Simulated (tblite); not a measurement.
Species: C4HF2N2 (doublet state).
Numbering: `[F:1][c:2]1[c:3][cH:4][n:5][c:6]([F:7])[n:8]1` (hydrogens: H9 on C4)
Bond orders are those of one Lewis drawing.

Computed with GFN2-xTB (tblite), gas phase: L-BFGS steps from a force-field or distance-geometry start until the largest atomic force falls under 0.01 eV/Å.

Geometry at step 4:
```
atom  x, y, z in Å
F1      2.2111   -1.3187   -0.5903
C2      1.1301   -0.6404   -0.2764
C3      1.1128    0.7252   -0.1923
C4     -0.0353    1.3770    0.1397
N5     -1.1449    0.6775    0.3737
C6     -1.0451   -0.6250    0.2707
F7     -2.1458   -1.3103    0.5012
N8      0.0258   -1.3265   -0.0438
H9     -0.0950    2.4472    0.2196
```

Question: What forces act on the atoms?

Answer: 
| atom | Fx (eV/Å) | Fy (eV/Å) | Fz (eV/Å) |
| --- | --- | --- | --- |
| F1 | 0.043 | -0.183 | -0.018 |
| C2 | 0.019 | -0.102 | -0.042 |
| C3 | 0.145 | 0.203 | 0.003 |
| C4 | 0.025 | -0.017 | -0.031 |
| N5 | -0.094 | 0.128 | 0.058 |
| C6 | -0.016 | -0.010 | -0.038 |
| F7 | -0.003 | -0.088 | 0.004 |
| N8 | -0.005 | -0.084 | 0.025 |
| H9 | -0.115 | 0.152 | 0.039 |

The largest, 0.25 eV/Å, acts on C3; the rms over all components is 0.085 eV/Å. The forces sum to zero within rounding, as they must for an isolated molecule in no field.

Question: Give the force on C3 in Eh/bohr and in nN.

Answer: 0.249 eV/Å ÷ 51.422 = 0.00485 Eh/bohr, and 0.249 eV/Å × 1.602 = 0.40 nN.

Question: How far is this geometry from the end of the optimisation?

Answer: 0.005 eV above it, and 0.012 Å rms away after alignment. The bonds farthest from their final lengths, with half the difference of the two atoms' forces along the bond (positive lengthens):

```json
{"bond": "C2–C3", "now (Å)": "1.368", "final (Å)": "1.374", "force along bond (eV/Å)": "+0.15"}
{"bond": "C4–H9", "now (Å)": "1.075", "final (Å)": "1.080", "force along bond (eV/Å)": "+0.09"}
{"bond": "C3–C4", "now (Å)": "1.361", "final (Å)": "1.365", "force along bond (eV/Å)": "-0.01"}
{"bond": "F1–C2", "now (Å)": "1.314", "final (Å)": "1.317", "force along bond (eV/Å)": "+0.03"}
{"bond": "C4–N5", "now (Å)": "1.332", "final (Å)": "1.335", "force along bond (eV/Å)": "+0.02"}
{"bond": "N5–C6", "now (Å)": "1.310", "final (Å)": "1.312", "force along bond (eV/Å)": "+0.08"}
```

The angle farthest from its final value is N5–C4–H9, 117.6° against 116.3°.

The cost below is that of the whole relaxation. The run took under 0.1 s wall on an Arm Neoverse V2 with one thread, no GPU, shared host with 48 logical CPUs at a one-minute load of 25.
